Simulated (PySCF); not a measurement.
C₂H₇O (SMILES C[OH+]C), charge +1, singlet, geometry from GFN2-xTB, with bond 8-3 at 2.0 times its length. Base run: TPSS/STO-3G run with PySCF.

Geometry (Å):
```xyz
10

C     -0.0022     1.2163    -0.2372
O      0.0625    -0.0029     0.5455
C      0.0186    -1.2130    -0.2526
H      0.0371     2.0603     0.4499
H      0.8742     1.2438    -0.8838
H     -0.9088     1.2633    -0.8416
H      0.0724    -2.0650     0.4237
H     -1.7927    -1.3228    -1.4629
H      0.8953    -1.2173    -0.8995
H     -0.6814    -0.0134     1.1835
```
Charge +1, spin multiplicity 1.
All else is at PySCF's defaults.
Base energy -153.26233 Eh.

Variants of this job, named by their change:

```
change                                                                            ΔE vs base (µEh)  SCF cycles        outcome
--------------------------------------------------------------------------------  ----------------  ----------  -------------
base                                                                                           0.0          11      converged
level_shift = 0.1 (with mf.max_cycle = 100)                                                    0.0          13      converged
damp = 0.5; diis_start_cycle = 5                                                               0.0          18      converged
diis = off; damp = 0.6 (with mf.diis_start_cycle = 200; with mf.max_cycle = 150)                 -         150  not converged
diis_space = 2                                                                                   -          50  not converged
conv_tol_grad = 1e-3                                                                           0.0          11      converged
conv_tol = 1e-4                                                                               10.7           8      converged
conv_tol_grad = 1e-7                                                                           0.0          12      converged
DIIS = EDIIS                                                                                     -          50  not converged
diis = off (with mf.max_cycle = 100)                                                             -         100  not converged
solver = newton                                                                                0.0           -      converged
diis_space = 20                                                                                0.0          11      converged
level_shift = 1.0 (with mf.max_cycle = 100)                                                      -          60  not converged
```
